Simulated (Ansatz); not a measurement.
Pulling on the I1–I2 bond in I2 (multiplicity 1 held). Energies count from the point at 2.695 Å.


Restricted levels (R-, RO-) in cc, def2 and unpolarised 6-31G sets keep to the state of the molecule at rest. Active spaces are followed from rest. Levels need not reach the same state.

Cores are frozen in the correlated methods. Filled d and f shells under p-block atoms count as core.

Run with Ansatz (a program for electronic structure).  In def2 rows elements past Kr take small-core potentials, without spin–orbit coupling.

Energies in eV.

```json
[
 {"R (Å)": "2.156", "R-CCSD(T)/def2-TZVPP": "3.44", "SC-NEVPT2 on CASSCF(14,8)/def2-TZVPP": "3.40", "FIC-NEVPT4(SD) on CASSCF(14,8)/def2-TZVPP": "3.46", "FIC-MRCISD+Q on CASSCF(14,8)/def2-TZVPP": "3.46"},
 {"R (Å)": "2.425", "R-CCSD(T)/def2-TZVPP": "0.57", "SC-NEVPT2 on CASSCF(14,8)/def2-TZVPP": "0.54", "FIC-NEVPT4(SD) on CASSCF(14,8)/def2-TZVPP": "0.58", "FIC-MRCISD+Q on CASSCF(14,8)/def2-TZVPP": "0.58"},
 {"R (Å)": "2.695", "R-CCSD(T)/def2-TZVPP": "0.00", "SC-NEVPT2 on CASSCF(14,8)/def2-TZVPP": "0.00", "FIC-NEVPT4(SD) on CASSCF(14,8)/def2-TZVPP": "0.00", "FIC-MRCISD+Q on CASSCF(14,8)/def2-TZVPP": "0.00"},
 {"R (Å)": "2.964", "R-CCSD(T)/def2-TZVPP": "0.26", "SC-NEVPT2 on CASSCF(14,8)/def2-TZVPP": "0.28", "FIC-NEVPT4(SD) on CASSCF(14,8)/def2-TZVPP": "0.25", "FIC-MRCISD+Q on CASSCF(14,8)/def2-TZVPP": "0.24"},
 {"R (Å)": "3.234", "R-CCSD(T)/def2-TZVPP": "0.73", "SC-NEVPT2 on CASSCF(14,8)/def2-TZVPP": "0.76", "FIC-NEVPT4(SD) on CASSCF(14,8)/def2-TZVPP": "0.70", "FIC-MRCISD+Q on CASSCF(14,8)/def2-TZVPP": "0.69"},
 {"R (Å)": "3.638", "R-CCSD(T)/def2-TZVPP": "1.33", "SC-NEVPT2 on CASSCF(14,8)/def2-TZVPP": "1.36", "FIC-NEVPT4(SD) on CASSCF(14,8)/def2-TZVPP": "1.28", "FIC-MRCISD+Q on CASSCF(14,8)/def2-TZVPP": "1.26"},
 {"R (Å)": "4.042", "R-CCSD(T)/def2-TZVPP": "1.63", "SC-NEVPT2 on CASSCF(14,8)/def2-TZVPP": "1.67", "FIC-NEVPT4(SD) on CASSCF(14,8)/def2-TZVPP": "1.58", "FIC-MRCISD+Q on CASSCF(14,8)/def2-TZVPP": "1.56"},
 {"R (Å)": "4.716", "R-CCSD(T)/def2-TZVPP": "1.65", "SC-NEVPT2 on CASSCF(14,8)/def2-TZVPP": "1.82", "FIC-NEVPT4(SD) on CASSCF(14,8)/def2-TZVPP": "1.72", "FIC-MRCISD+Q on CASSCF(14,8)/def2-TZVPP": "1.69"},
 {"R (Å)": "5.390", "R-CCSD(T)/def2-TZVPP": "1.54", "SC-NEVPT2 on CASSCF(14,8)/def2-TZVPP": "1.83", "FIC-NEVPT4(SD) on CASSCF(14,8)/def2-TZVPP": "1.73", "FIC-MRCISD+Q on CASSCF(14,8)/def2-TZVPP": "1.71"},
 {"R (Å)": "6.198", "R-CCSD(T)/def2-TZVPP": "1.43", "SC-NEVPT2 on CASSCF(14,8)/def2-TZVPP": "1.83", "FIC-NEVPT4(SD) on CASSCF(14,8)/def2-TZVPP": "1.74", "FIC-MRCISD+Q on CASSCF(14,8)/def2-TZVPP": "1.71"},
 {"R (Å)": "7.276", "R-CCSD(T)/def2-TZVPP": "1.36", "SC-NEVPT2 on CASSCF(14,8)/def2-TZVPP": "1.83", "FIC-NEVPT4(SD) on CASSCF(14,8)/def2-TZVPP": "1.74", "FIC-MRCISD+Q on CASSCF(14,8)/def2-TZVPP": "1.71"},
 {"R (Å)": "8.623", "R-CCSD(T)/def2-TZVPP": "1.30", "SC-NEVPT2 on CASSCF(14,8)/def2-TZVPP": "1.84", "FIC-NEVPT4(SD) on CASSCF(14,8)/def2-TZVPP": "1.75", "FIC-MRCISD+Q on CASSCF(14,8)/def2-TZVPP": "1.72"},
 {"R (Å)": "10.779", "R-CCSD(T)/def2-TZVPP": "1.25", "SC-NEVPT2 on CASSCF(14,8)/def2-TZVPP": "1.84", "FIC-NEVPT4(SD) on CASSCF(14,8)/def2-TZVPP": "1.75", "FIC-MRCISD+Q on CASSCF(14,8)/def2-TZVPP": "1.72"}
]
```

Doubts at one or more of the structures used: a restricted determinant that unrestricted orbitals would lower (R-CCSD(T)/def2-TZVPP); other coupled-cluster roots lie near (R-CCSD(T)/def2-TZVPP).
